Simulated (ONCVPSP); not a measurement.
## Ranking ONCV potentials for O (Z = 8)

All share these settings but for the change named:

* Element: O (Z = 8)
* Generator: ONCVPSP 4.0.1
* Type: optimised norm-conserving Vanderbilt (ONCV)
* Functional: PBEsol
* Relativity: scalar-relativistic
* Frozen core: [He]
* Valence charge: 6
* Reference configuration: 2s2 2p2 (charge +2)
* Partial waves: 2s: rc 0.95 bohr, ncon 3, nbas 7, qcut 6.1 1/bohr, 2 projectors, debl 1.7 Ha; 2p: rc 0.95 bohr, ncon 4, nbas 7, qcut 11.7 1/bohr, local
* Local potential: the p channel
* Core correction: none

In the s channel the program set the typed energies aside and used -2.136, 0.250 Ha.

Cutoff: the first of the cutoffs (Ha) at which the residual kinetic energy of the hardest occupied pseudo-wave falls to 1 and 0.1 mHa per electron; the density cutoff is not measured.

The base gives 122 Ha.

Of 6 variants that were run, those that failed, showed a ghost or another fault, or gave nearly equal values are left out.

(1) Rank these variants from softest to hardest (loose cutoff).
A. all radii scaled by about 1.03 (s 0.98, p 0.98 bohr)
B. all radii scaled by about 0.78 (s 0.74, p 0.74 bohr)
C. all radii scaled by about 1.31 (s 1.24, p 1.24 bohr)
D. all radii scaled by about 1.14 (s 1.08, p 1.08 bohr)
E. all radii scaled by about 0.91 (s 0.86, p 0.86 bohr)

Answers

(1) C (45 Ha), D (51 Ha), A (85 Ha), E (162 Ha), B (223 Ha).
